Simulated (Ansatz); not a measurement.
SiCl3(NiPr2) (C₆H₁₄Cl₃NSi). The state is a singlet with charge 0. Geometry r2SCAN-D4/def2-SVP, basis def2-TZVP, Ansatz.

```
atom    x (Å)    y (Å)    z (Å)
 Si1  -1.9178   0.4868   1.0010
 Cl2  -1.6412   1.6168   2.7125
 Cl3  -3.1635   1.5477  -0.2467
 Cl4  -2.9533  -1.1913   1.6255
  N5  -0.4357   0.0675   0.2812
  C6   0.4611  -0.7215   1.1613
  C7   0.7343  -2.1125   0.5907
  C8   1.7362   0.0452   1.5110
  C9   0.0724   0.4144  -1.0619
 C10  -0.7501  -0.2268  -2.1801
 C11   0.2485   1.9219  -1.2497
 H12  -0.0895  -0.8692   2.1097
 H13   1.2884  -2.0603  -0.3604
 H14   1.3402  -2.7050   1.2941
 H15  -0.2122  -2.6448   0.4128
 H16   2.3579   0.2312   0.6204
 H17   1.4862   1.0137   1.9697
 H18   2.3462  -0.5305   2.2247
 H19   1.0799  -0.0332  -1.1101
 H20  -1.7683   0.1894  -2.2175
 H21  -0.8297  -1.3142  -2.0280
 H22  -0.2763  -0.0472  -3.1587
 H23   0.7348   2.1359  -2.2150
 H24  -0.7211   2.4425  -1.2399
 H25   0.8724   2.3434  -0.4468
```

| run | HOMO (eV) | LUMO (eV) |
| --- | --- | --- |
| A | -5.66 | -0.88 |
| B | -9.37 | 2.43 |
| C | -8.25 | 1.27 |
| D | -6.99 | 0.15 |
| E | -5.92 | -0.50 |
| F | -6.42 | -0.15 |

Single mean-field runs in def2-TZVP are fitted with def2-universal-jkfit.

Q: The runs used BHLYP, PBE, PBE0, r2SCAN, r2SCANh, ωB97X-V. Estimate which is which.

A: A PBE (0 % exact exchange); B ωB97X-V (range-separated); C BHLYP (50 % exact exchange); D PBE0 (25 % exact exchange); E r2SCAN (0 % exact exchange); F r2SCANh (10 % exact exchange). Exact exchange lowers occupied and raises empty levels; among semilocal functionals meta-GGAs tend to open the gap a little, and such runs are hard to tell apart. The gap grows from 4.78 eV (PBE) to 11.80 eV (ωB97X-V).
